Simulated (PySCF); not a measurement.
Protons, H atoms and electrons added to or taken from [SiH3]N[SiH3]. Gas-phase values, no solvent. One relaxed conformer stands for each flexible species; it need not be the lowest. Strings in code marks are SMILES.

These are ωB97X-D3(BJ)/def2-TZVPD // PBE0-D3(BJ)/def2-TZVPD in PySCF values and carry that method's errors. 

```json
[
 {"species": "neutral parent (`N([SiH3])[SiH3]`)", "HOMO (eV)": "-10.00"},
 {"species": "proton removed from Si1 (`N([SiH2-])[SiH3]` (not the most acidic site))", "HOMO (eV)": "-2.34"},
 {"species": "proton removed from N2 (`[SiH3][N-][SiH3]`)", "HOMO (eV)": "[?]"}
]
```

**Question.** Some entries are withheld; supply them.

**Answer.** 
- proton removed from N2 (`[SiH3][N-][SiH3]`), HOMO (eV): -3.88
